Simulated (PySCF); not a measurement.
SbP⁺: from constants to spectrum

UHF-CCSD(T) constants of SbP⁺, ²Π (doublet), unpaired electrons π ↑ (Sb aug-cc-pVDZ-PP with ECP28, P aug-cc-pV(D+d)Z; scalar-relativistic core potentials (PySCF 2.14); masses 120.9038 and 30.9738 u):

| Item | Value |
| --- | --- |
| ωe | 419.1 cm⁻¹ |
| ωexe | 1.78 cm⁻¹ |
| Be | 0.12433 cm⁻¹ |
| αe | 0.000561 cm⁻¹ |
| D (centrifugal) | 4.38e-08 cm⁻¹ |
| De to Sb⁺ + P | 2.62 eV |

Task: Give the vibrational terms G(v) and spacings up to v = 6.

Result: G(v) = ωe(v+½) − ωexe(v+½)².

```json
{"v": "0", "G(v) (cm⁻¹)": "209.1", "G(v) − G(v−1)": "", "Bv (cm⁻¹)": "0.1240"}
{"v": "1", "G(v) (cm⁻¹)": "624.6", "G(v) − G(v−1)": "415.5", "Bv (cm⁻¹)": "0.1235"}
{"v": "2", "G(v) (cm⁻¹)": "1036.6", "G(v) − G(v−1)": "412.0", "Bv (cm⁻¹)": "0.1229"}
{"v": "3", "G(v) (cm⁻¹)": "1445.0", "G(v) − G(v−1)": "408.4", "Bv (cm⁻¹)": "0.1224"}
{"v": "4", "G(v) (cm⁻¹)": "1849.9", "G(v) − G(v−1)": "404.9", "Bv (cm⁻¹)": "0.1218"}
{"v": "5", "G(v) (cm⁻¹)": "2251.2", "G(v) − G(v−1)": "401.3", "Bv (cm⁻¹)": "0.1212"}
{"v": "6", "G(v) (cm⁻¹)": "2648.9", "G(v) − G(v−1)": "397.7", "Bv (cm⁻¹)": "0.1207"}
```

Task: How well does the Morse estimate ωe²/(4ωexe) reproduce De, and what is D0?

Result: It gives 3.06 eV, 117 % of the computed De. D0 = De − G(0) = 2.62 − 0.03 = 2.59 eV.

Correlated steps freeze 9 core orbitals. Correlated levels converge slowly with the basis: in double zeta they bind strong bonds too weakly, by up to about 1 eV, and carry superposition errors of some tenths. These are scalar-relativistic numbers at best; spin–orbit coupling would shift them, the dissociation energy most. For an ion De counts to the pair picked by the measured ionisation energies or electron affinities, which need not be the lowest pair at this level. The state is the lowest determinant that a PBE0 search found; another state may lie lower at other levels.
